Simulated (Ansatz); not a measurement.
Bond stretch in BrMg (cation, charge +1), lowest triplet found (which spin is the ground state isn't settled by this scan).

- UKS-PBE = unrestricted PBE/cc-pVDZ (Ansatz, a program for electronic structure)
- UKS-B3LYP = unrestricted B3LYP/cc-pVDZ run with Ansatz
- FCI = full CI/cc-pVDZ, cores with 3d frozen run with Ansatz

Energies relative to the lowest point of each curve between 2.27 and 3.50 Å, where full CI is lowest, in kcal/mol; the last columns give the error against full CI:

| R / Å | UKS-PBE | UKS-B3LYP | FCI | UKS-PBE − FCI | UKS-B3LYP − FCI |
|---|---|---|---|---|---|
| 1.86 | 101.0 | 101.5 | 105.1 | -4.1 | -3.6 |
| 2.04 | 49.6 | 49.9 | 51.2 | -1.6 | -1.3 |
| 2.16 | 29.7 | 29.9 | 30.5 | -0.8 | -0.5 |
| 2.27 | 17.8 | 18.0 | 18.1 | -0.3 | -0.1 |
| 2.36 | 11.2 | 11.4 | 11.3 | -0.1 | 0.1 |
| 2.49 | 5.1 | 5.3 | 5.0 | 0.0 | 0.2 |
| 2.57 | 2.8 | 3.0 | 2.7 | 0.1 | 0.2 |
| 2.63 | 1.6 | 1.8 | 1.5 | 0.1 | 0.2 |
| 2.73 | 0.4 | 0.5 | 0.4 | 0.0 | 0.2 |
| 2.80 | 0.0 | 0.1 | 0.0 | 0.0 | 0.1 |
| 2.94 | 0.0 | 0.0 | 0.0 | 0.0 | 0.0 |
| 3.13 | 1.0 | 0.8 | 1.0 | 0.0 | -0.2 |
| 3.27 | 2.1 | 1.8 | 2.0 | 0.1 | -0.2 |
| 3.50 | 4.1 | 3.6 | 3.8 | 0.3 | -0.2 |
| 3.77 | 6.5 | 5.7 | 5.7 | 0.8 | 0.0 |
| 4.19 | 9.4 | 8.2 | 7.8 | 1.6 | 0.4 |
| 4.65 | 11.4 | 10.1 | 9.2 | 2.2 | 0.9 |
| 5.09 | 12.6 | 11.1 | 10.0 | 2.5 | 1.1 |
| 5.74 | 13.3 | 12.1 | 10.8 | 2.5 | 1.3 |
| 6.51 | 13.3 | 12.6 | 11.2 | 2.1 | 1.3 |
| 7.54 | 12.9 | 12.7 | 11.5 | 1.4 | 1.2 |
| 8.83 | 12.2 | 12.5 | 11.6 | 0.6 | 0.9 |

UKS-PBE is furthest from FCI at 1.86 (-4.1 kcal/mol, below); its mean absolute error over the points is 1.0 kcal/mol.

UKS-B3LYP is furthest from FCI at 1.86 (-3.6 kcal/mol, below); its mean absolute error over the points is 0.7 kcal/mol.
